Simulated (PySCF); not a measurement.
SMILES [CH3][Ge]([CH3])([CH3])[CH2][SiH](Cl)Cl, GFN2-xTB optimised geometry.

```
20

Si     0.52     1.40     0.00
Cl    -0.09     0.54    -1.72
Cl    -0.10     3.33     0.00
C     -0.22     0.48     1.47
Ge    -0.07    -1.52     1.37
C     -1.53    -2.24     0.24
C      1.70    -2.02     0.62
C     -0.23    -2.23     3.22
H      1.98     1.40     0.00
H     -1.28     0.72     1.57
H      0.26     0.81     2.39
H     -1.48    -3.33     0.19
H     -2.50    -1.98     0.65
H     -1.47    -1.86    -0.77
H      2.50    -1.55     1.17
H      1.84    -3.10     0.67
H      1.77    -1.72    -0.42
H      0.58    -1.86     3.84
H     -0.20    -3.31     3.22
H     -1.17    -1.92     3.67
```

Density from B3LYP/def2-SVP in PySCF at that geometry.

Minimum of the electron density along straight lines between bonded atoms, close to the bond critical point (lines longer than 1.1 times the sum of covalent radii, or with two minima, are not listed):

| bond | length / Å | ρ at the minimum / e bohr⁻³ | ∇²ρ there / e bohr⁻⁵ | position (fraction from the first atom) |
|---|---|---|---|---|
| Si1–Cl2 | 2.017 | 0.098 | 0.33 | 0.37 |
| Si1–Cl3 | 2.026 | 0.097 | 0.31 | 0.37 |
| Si1–C4 | 1.887 | 0.116 | 0.30 | 0.38 |
| C4–Ge5 | 2.009 | 0.115 | 0.05 | 0.53 |
| Ge5–C6 | 1.983 | 0.123 | 0.04 | 0.47 |
| Ge5–C7 | 1.984 | 0.123 | 0.04 | 0.47 |
| Ge5–C8 | 1.990 | 0.122 | 0.04 | 0.47 |
| Si1–H9 | 1.459 | 0.122 | 0.33 | 0.49 |
| C4–H10 | 1.090 | 0.269 | -0.94 | 0.62 |
| C4–H11 | 1.089 | 0.269 | -0.94 | 0.62 |
| C6–H12 | 1.086 | 0.273 | -0.98 | 0.62 |
| C6–H13 | 1.086 | 0.273 | -0.98 | 0.62 |
| C6–H14 | 1.085 | 0.276 | -1.01 | 0.63 |
| C7–H15 | 1.086 | 0.273 | -0.98 | 0.62 |
| C7–H16 | 1.086 | 0.273 | -0.98 | 0.62 |
| C7–H17 | 1.085 | 0.275 | -1.00 | 0.63 |
| C8–H18 | 1.086 | 0.273 | -0.98 | 0.62 |
| C8–H20 | 1.086 | 0.273 | -0.98 | 0.62 |
